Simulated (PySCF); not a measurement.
Basis and Hamiltonian dependence of the excitation energy of Fe

Fe [Ar] 3d6 4s2 (5D) → Fe [Ar] 3d7 4s1 (5F). Calculated with PySCF 2.14 from differences of total energies of unrestricted determinants, without spin-orbit coupling. Values in eV.

```
                                                               basis       Hamiltonian  functions    UHF     LDA   PBE0  MP2 (valence)  CCSD(T) (valence)
                                                         aug-cc-pVDZ  non-relativistic         59  1.833   0.001  0.334          0.651              1.040
                                                      aug-cc-pVDZ-DK     spin-free X2C         59  2.099   0.266  0.597          0.899              1.291
                                                        x2c-TZVPPall     spin-free X2C         64  2.105   0.149  0.517          0.804              1.232
   x2c-TZVPPall with one added diffuse shell each of s, p, d, f type     spin-free X2C         80  2.104   0.141  0.514          0.778              1.159
                                                         aug-cc-pVTZ  non-relativistic         93  1.846  -0.131  0.254          0.520              0.910
                                                         def2-QZVPPD  non-relativistic        100  1.843  -0.126  0.251          0.509              0.890
                                                        x2c-QZVPPall     spin-free X2C        103  2.110   0.141  0.513          0.758              1.143
 aug-cc-pVTZ with one added diffuse shell each of s, p, d, f, g type  non-relativistic        118  1.846  -0.131  0.254          0.527                n/a
x2c-QZVPPall with one added diffuse shell each of s, p, d, f, g type     spin-free X2C        128  2.109   0.141  0.513          0.760                n/a
                                                      aug-cc-pVQZ-DK     spin-free X2C        140  2.107   0.142  0.514          0.705                n/a
```

Frozen in the all-electron rows: valence: [Ar].

Non-relativistic rows lack the scalar-relativistic shift.

Reference for a calculation without spin-orbit coupling: 0.875 eV (measured, between term centres; NIST).
